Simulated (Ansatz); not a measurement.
`[CH3][SnH2][SiH3]` + CH₃SH → `C[S][SnH2][CH3]` + SiH₄ at 400 K and 1 bar (cleavage of the Sn–Si bond).

Computed with Ansatz on PBE0-D4/def2-TZVP structures; ΔE is electronic, products minus reactants. CCSD(T)/CBS is the MP2 limit (def2-TZVPP, def2-QZVPP) plus CCSD(T) − MP2 in def2-TZVPP, frozen cores. This one scheme is used for every species. def2 core potentials past Kr. For Sn outer-core shells are correlated without core-valence functions, which leaves a few kJ/mol of doubt a bond. One conformer a species, not always the lowest.

| species | CCSD(T)/CBS energy (Eh) | H − E (kJ/mol) | S (J/(mol·K)) |
| --- | --- | --- | --- |
| `[CH3][SnH2][SiH3]` | -545.95552 | 229.2 | 397.7 |
| CH₃SH | -438.22835 | 138.7 | 269.4 |
| `C[S][SnH2][CH3]` | -692.73453 | 269.9 | 423.4 |
| SiH₄ | -291.46306 | 96.9 | 218.6 |

H − E and S are ideal-gas, rigid-rotor, harmonic terms from PBE0-D4/def2-TZVP, for one conformer and one mirror image of each species. 1 Eh = 2625.50 kJ/mol, R = 8.31446 J/(mol·K).

Problem. By hand: ΔE, ΔH, ΔS and ΔG.

Solution. ΔE = (-692.73453) + (-291.46306) − (-545.95552) − (-438.22835) = -0.01372 Eh = -36.0 kJ/mol. Δ(H − E) = 269.9 + 96.9 − 229.2 − 138.7 = -1.1, so ΔH = -37.1 kJ/mol. ΔS = 423.4 + 218.6 − 397.7 − 269.4 = -25.1 J/(mol·K). ΔG = -37.1 − 400 × (-25.1)/1000 = -27.1 kJ/mol.

Problem. By hand: the equilibrium constant, and the temperature at which ΔG would vanish if ΔH and ΔS stayed fixed.

Solution. log₁₀ K = −ΔG/(RT ln 10) = 3.5. ΔG = 0 at ΔH/ΔS = 1478 K.

ΔH outweighs TΔS. A doubt of 5 kJ/mol in ΔE shifts log₁₀ K by 0.7 here. Other conformers and mirror images would add mixing entropy, several J/(mol·K) or more a flexible species. Modes under 60 cm⁻¹, often nearly free rotors, make the harmonic entropy too high. These are equilibria of isolated gas molecules and say nothing of rates. Largest T1 diagnostic: 0.012 (customary marks: 0.02 for closed shells, 0.045 for open ones).
